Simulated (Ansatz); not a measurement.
`[Cl][GeH]1[CH2][O]1` + `[OH][Cd][F]` → `[OH][GeH]1[CH2][O]1` + `[F][Cd][Cl]`  (redistribution)

Calculated with Ansatz (gas phase, PBE0-D4/def2-TZVP geometries, no zero-point term in ΔE). CCSD(T)/CBS is the MP2 limit (def2-TZVPP, def2-QZVPP) plus CCSD(T) − MP2 in def2-TZVPP, frozen cores. DFT in def2-TZVPP. HSE06 is defined as in plane-wave codes. Elements past krypton have def2 core potentials. For Cd, Ge outer-core shells are correlated without core-valence functions, which leaves a few kJ/mol of doubt a bond. Scalar relativity is left out up to krypton. Each species was taken in one conformer, which may not be the lowest.

`[Cl][GeH]1[CH2][O]1`:

```xyz
7

Cl    0.942    1.831   -1.585
Ge    0.764    0.409   -0.007
C    -0.901   -0.422    0.319
O    -0.001   -1.144   -0.542
H     2.089    0.242    0.718
H    -1.111   -0.902    1.274
H    -1.781   -0.014   -0.176
```

`[OH][Cd][F]`:

Cartesian coordinates in Å:
```
O 0.194 -0.628 1.213
Cd -0.218 0.038 -0.575
F -0.685 0.589 -2.363
H 0.709 0.001 1.724
```

`[OH][GeH]1[CH2][O]1`:

```xyz
8

O     0.911    0.886    1.459
Ge    0.024    0.630   -0.044
C    -0.745   -1.062   -0.342
O     0.537   -0.851   -0.967
H     1.654    1.486    1.359
H    -0.061    1.883   -0.909
H    -1.579   -1.191   -1.032
H    -0.741   -1.781    0.477
```

`[F][Cd][Cl]`:

Z-matrix (Å, degrees):
```
Cd
F 1 1.929
Cl 1 2.252 2 180.0
```

```csv
level,ΔE (kcal/mol),difference from CCSD(T)/CBS
revPBE-D4,-13.1,3.7
r2SCAN-D4,-15.2,1.6
PBE0-D4,-16.1,0.7
HSE06-D4,-16.1,0.7
PBE,-13.5,3.3
revPBE,-13.3,3.5
BLYP,-13.4,3.4
r2SCAN,-15.3,1.5
r2SCANh,-16.2,0.6
r2SCAN0,-17.5,-0.7
CAM-B3LYP,-16.9,-0.1
CCSD(T)/def2-SVP,-18.2,-1.4
HF/def2-TZVPP,-23.1,-6.3
HF/CBS(def2),-22.9,-6.1
MP2/CBS(def2),-16.1,0.7
CCSD/CBS(def2),-17.8,-1.0
CCSD(T)/CBS,-16.8,0
```

Largest T1 diagnostic among the species: 0.017.

In def2-TZVPP, CCSD(T) changes the Hartree–Fock value by +6.9 kcal/mol (the triples alone add +1.1 kcal/mol) and MP2 by +7.6 kcal/mol. Leaving LDA and LC-ωPBE aside and taking each functional with its dispersion term where it has one, the values, not all of them listed here, spread over 5.6 kcal/mol, from BHLYP-D4 to BLYP-D4.
